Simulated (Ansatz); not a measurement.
Program: Ansatz. Geometries: PBE0-D4/def2-TZVP. ΔE: electronic, gas phase. CCSD(T)/CBS is the MP2 limit (def2-TZVPP, def2-QZVPP) plus CCSD(T) − MP2 in def2-TZVPP, frozen cores. This one scheme is used for every species, atoms too. For atomizations the MP2-based limit and the directly extrapolated one differ by several kJ/mol either way, and by 10 to 25 for some Ge, Se and Sn compounds, so smaller differences from it don't rank the levels. DFT in def2-TZVPP. Open shells (•) are unrestricted, without spin–orbit coupling. Spin–orbit coupling would lower the free atoms: a little for O, Si. One conformer a species, not always the lowest.

Reaction (atomization): `[NH][Si](O)(O)O`• → 4 H• + N• + 3 O• + Si•

```
     level  ΔE (kJ/mol)
r2SCANh-D4       3456.0
   r2SCANh       3451.6
```

(1) What does CCSD(T)/CBS give? (Estimate.)

Largest T1 diagnostic among the species: 0.012.

Answers

(1) Ansatz gave: +3505.3 kJ/mol. The listed levels differ from it by -49.3, -53.7 kJ/mol.

The D4 term adds +28.8 kJ/mol with B3LYP and +14.9 kJ/mol with PBE0; it sums over pairs of atoms, weighted by their polarisabilities, and B3LYP, whose exchange is more repulsive, gets the larger term. From PBE to PBE0 (25 % exact exchange), in def2-TZVPP and without D4, ΔE moves by −100.8 kJ/mol: exact exchange takes away binding that semilocal exchange gives to molecules.

B3LYP here is the variant with VWN-RPA as its local correlation; programs differ in this.
